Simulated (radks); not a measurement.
The numbers below are computed, except where a source is named.
Question: These are the eigenvalues of the occupied orbitals of an atom or ion with whole-number occupations (hartree). Code: a radial shooting solver on a logarithmic mesh with Libxc functionals. Model: scalar-relativistic Kohn-Sham, PBEsol, spin-polarised, spherical densities, finite nucleus; Fermi nuclear charge, rms radius of each element as measured or else 0.836 A^(1/3) + 0.57 fm.

orbital  eigenvalue
1s up     -1653.625
1s down   -1653.625
2s up     -268.8534
2s down   -268.8524
2p up     -240.1449
2p down   -240.1442
3s up     -58.61960
3s down   -58.56599
3p up     -49.60317
3p down   -49.54988
3d up     -37.22584
3d down   -37.18455
4s up     -11.68469
4s down   -11.54827
4p up      -8.72610
4p down    -8.58922
4d up      -4.54672
4d down    -4.40952
5s up      -1.56839
5s down    -1.48469
5p up      -0.85574
5p down    -0.79242
6s up      -0.13379
6s down    -0.12592
4f up      -0.11719

Which element is it, and in what charge state? The configuration may be excited. Open shells, if any, are filled with parallel spins first.

Answer: Z = 61, promethium, charge 0: Pm in [Xe] 4f5 6s2. The list shows which subshells hold electrons but not how many an open one holds; the 1s level, -1653.6 hartree, gives Z - s = 57.5 by -(Z - s)^2/2, which with screening and relativity narrows Z to a few neighbours, and the depths of the outer levels then fix element, charge and occupations together.
